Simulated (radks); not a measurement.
Excited configurations of Sr I: one electron is placed in a higher orbital outside [Kr] 5s1. The ground configuration is [Kr] 5s2. Calculated with a radial shooting solver on a logarithmic mesh with Libxc functionals: scalar-relativistic Kohn-Sham, r2SCAN, spin-unpolarised, spherical densities, finite nucleus; meta-GGA in the generalised Kohn-Sham scheme; Fermi nuclear charge, rms radius 4.224 fm. Excitation = E - E(ground); binding = E(ion) - E, where the ion is the core of charge +1; n* = 1/sqrt(2 binding) in atomic units, and the quantum defect is n - n*.

outer orbital  excitation (eV)  binding (eV)     n*  quantum defect  eigenvalue (eV)  <r> (bohr)
4d                       2.576         3.293  2.033           1.967           -0.762       4.163
5p                       2.362         3.507  1.970           3.030           -1.811       5.663
5d                       4.528         1.341  3.185           1.815           -0.640       12.20
6p                       4.386         1.483  3.029           2.971           -0.875       13.43
6f                       5.461         0.408  5.778           0.222           -0.250       46.94
7p                       5.010         0.858  3.982           3.018           -0.549       24.01
7f                       5.565         0.303  6.696           0.304           -0.195       66.02

The Delta-SCF ionisation energy is 5.869 eV (NIST Atomic Spectra Database: 5.695 eV, measured). Self-interaction in the functional shifts the binding energies and quantum defects, so they are the method's values and not measured ones. Spin polarisation and multiplet splitting are left out, so open shells lie too high by an amount that depends on their filling.

Beside tabulated values, note that spin-unpolarised runs miss the spin-polarisation part of the exchange energy of open shells.
